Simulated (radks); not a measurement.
The nuclear charge of the carbon ion C2+ is varied continuously with 4 electrons held in [He] 2s2. Method: non-relativistic Kohn-Sham, PBE, spin-polarised, spherical densities, point nucleus; computed with a radial shooting solver on a logarithmic mesh with Libxc functionals. By the Hellmann-Feynman theorem dE/dZ = E(electron-nucleus)/Z, the electronic potential at the nucleus.

Z = 5.5: E (hartree) -30.06445; E(electron-nucleus)/Z (hartree) -12.1677; HOMO 2s; e(HOMO) (eV) -29.072; <r> HOMO (bohr) 1.542
Z = 5.6: E (hartree) -31.29374; E(electron-nucleus)/Z (hartree) -12.4180; HOMO 2s; e(HOMO) (eV) -31.192; <r> HOMO (bohr) 1.502
Z = 5.7: E (hartree) -32.54805; E(electron-nucleus)/Z (hartree) -12.6682; HOMO 2s; e(HOMO) (eV) -33.381; <r> HOMO (bohr) 1.465
Z = 5.8: E (hartree) -33.82737; E(electron-nucleus)/Z (hartree) -12.9184; HOMO 2s; e(HOMO) (eV) -35.639; <r> HOMO (bohr) 1.429
Z = 5.9: E (hartree) -35.13172; E(electron-nucleus)/Z (hartree) -13.1686; HOMO 2s; e(HOMO) (eV) -37.966; <r> HOMO (bohr) 1.394
Z = 6: E (hartree) -36.46109; E(electron-nucleus)/Z (hartree) -13.4187; HOMO 2s; e(HOMO) (eV) -40.361; <r> HOMO (bohr) 1.362
Z = 6.1: E (hartree) -37.81547; E(electron-nucleus)/Z (hartree) -13.6689; HOMO 2s; e(HOMO) (eV) -42.825; <r> HOMO (bohr) 1.331
Z = 6.2: E (hartree) -39.19486; E(electron-nucleus)/Z (hartree) -13.9190; HOMO 2s; e(HOMO) (eV) -45.357; <r> HOMO (bohr) 1.301
Z = 6.3: E (hartree) -40.59927; E(electron-nucleus)/Z (hartree) -14.1692; HOMO 2s; e(HOMO) (eV) -47.958; <r> HOMO (bohr) 1.273
Z = 6.4: E (hartree) -42.02870; E(electron-nucleus)/Z (hartree) -14.4193; HOMO 2s; e(HOMO) (eV) -50.628; <r> HOMO (bohr) 1.246
Z = 6.5: E (hartree) -43.48313; E(electron-nucleus)/Z (hartree) -14.6694; HOMO 2s; e(HOMO) (eV) -53.366; <r> HOMO (bohr) 1.220
Z = 6.6: E (hartree) -44.96258; E(electron-nucleus)/Z (hartree) -14.9195; HOMO 2s; e(HOMO) (eV) -56.172; <r> HOMO (bohr) 1.195
Z = 6.7: E (hartree) -46.46704; E(electron-nucleus)/Z (hartree) -15.1696; HOMO 2s; e(HOMO) (eV) -59.047; <r> HOMO (bohr) 1.172
Z = 6.8: E (hartree) -47.99651; E(electron-nucleus)/Z (hartree) -15.4197; HOMO 2s; e(HOMO) (eV) -61.990; <r> HOMO (bohr) 1.149
Z = 6.9: E (hartree) -49.55098; E(electron-nucleus)/Z (hartree) -15.6698; HOMO 2s; e(HOMO) (eV) -65.002; <r> HOMO (bohr) 1.127
Z = 7: E (hartree) -51.13047; E(electron-nucleus)/Z (hartree) -15.9199; HOMO 2s; e(HOMO) (eV) -68.081; <r> HOMO (bohr) 1.106

The central difference of E at Z = 6 is -13.419 hartree, to compare with the third column; the second derivative is -2.5 hartree.
